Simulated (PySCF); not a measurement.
Li(OH) (HLiO), SMILES [Li][OH]. Atoms are numbered in the order given.

```xyz
3

Li     0.0000     0.0000     1.2649
O      0.0000     0.0000    -0.3159
H      0.0000     0.0000    -1.2677
```

Coordinates come from a B3LYP-D3(BJ)/def2-TZVPD optimisation. The isomer is the one that the SMILES or the coordinates give; other isomers of the formula were not compared.

All values below come from PBE0/pcSseg-2 (PySCF).

GIAO shieldings, no solvent; atoms alike by connectivity are averaged. δ = σ(ref) − σ: ¹⁷O against H2O (σ = 327.8 ppm); ¹H against TMS (σ = 31.54 ppm), references at their B3LYP-D3(BJ)/def2-TZVP geometries, non-relativistic.

```tsv
nucleus	atoms	count	δ (ppm)
¹⁷O	O2	1	9.0
¹H	H3	1	-1.05
```
